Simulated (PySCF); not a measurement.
MP cations for M along group 13

MP2 with triple-zeta basis sets in PySCF, for the lowest determinant that a PBE0 search found; no spin–orbit coupling. De refers to high-spin ground-configuration atoms (the charge goes to the atom of lower measured ionisation energy or higher electron affinity, which is not always the lowest computed limit).

| M | basis | reference, frozen orbitals | charged atom | state (unpaired electrons) | Re (Å) | ωe (cm⁻¹) | De (eV) |
| --- | --- | --- | --- | --- | --- | --- | --- |
| B | def2-TZVPPD | UHF, 6 | B+ | quartet (σ ↑, π ↑↑) | 1.839 | 804 | 2.27 |
| Ga | def2-TZVPPD | UHF, 14 | Ga+ | quartet (σ ↑, π ↑↑) | 2.737 | 126 | 0.41 |
| In | def2-TZVPPD | UHF, 9 | In+ | quartet (σ ↑, π ↑↑) | 3.127 | 89.4 | 0.28 |

The shortest bond is that of BP⁺ (1.839 Å), the longest that of InP⁺ (3.127 Å). BP⁺ is bound most strongly (2.27 eV) and InP⁺ least (0.28 eV).

Down a group the atoms grow and get heavier, so bonds lengthen and wavenumbers fall; this series shows no clear exception.

Correlated steps freeze the inner cores (6 to 14 orbitals); shallow outer-core shells are correlated. Weak bonds: GaP⁺, InP⁺. Basis-set superposition, not corrected here, can be much of De in a small basis, most of all at correlated wavefunction levels. These are scalar-relativistic numbers at best; spin–orbit coupling would shift them, the dissociation energy most. For an ion De counts to the pair picked by the measured ionisation energies or electron affinities, which need not be the lowest pair at this level. States were picked by a PBE0 search and need not be the measured ground states.
